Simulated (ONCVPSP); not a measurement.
# Wu-Cohen ONCV dataset for Ho (Z = 67), scalar-relativistic all-electron reference.

Ho (Z = 67), optimised norm-conserving Vanderbilt (ONCV), made with ONCVPSP 4.0.1 (Wu-Cohen, scalar-relativistic). Core [Kr] 4d10, reference 4f11 5s2 5p6 (charge +2). Waves: 5s: rc 2.15 bohr, ncon 4, nbas 7, qcut 4.8 1/bohr, 2 projectors, debl 1 Ha; 5p: rc 1.35 bohr, ncon 4, nbas 7, qcut 4.9 1/bohr, 3 projectors, debl 2.4 Ha; d scattering state at 0.19 Ha: rc 1.30 bohr, ncon 5, nbas 9, qcut 8.7 1/bohr, local; 4f: rc 1.30 bohr, ncon 4, nbas 9, qcut 13.7 1/bohr, 2 projectors, debl 0.7 Ha. Local part: the d channel. Core correction: Teter function, fcfact 5.5, rcfact 1.5.

In the s channel the program set the typed energies aside and used -2.378, 0.050 Ha. In the d channel the program set the typed energies aside and used 0.050 Ha.

Estimate the cutoffs (Ha) at which the residual kinetic energy of the hardest occupied pseudo-wave falls to 1 and 0.1 mHa per electron.

79 Ha and 86 Ha.

What does a ghost test show?

Ghosts flagged at negative energy: p at -718.2 eV, s at -61.2 eV; GHOST(+) flags only above 600 eV. A true bound ghost makes a file unfit for plane-wave use.

Which valence shell sets the plane-wave cutoff?

4f: 79 Ha for 1 mHa per electron, against 66 Ha for 5p.

Its largest configuration-test error is +115 meV (4f10 5s2 5p6). 3 of 4 tests not solved or not reliable. Not counted: 4f10 5s2 5p6 6s2 (all-electron energy unsafe for a near-neutral lanthanide with less than one 5d electron, printed error +202 meV).
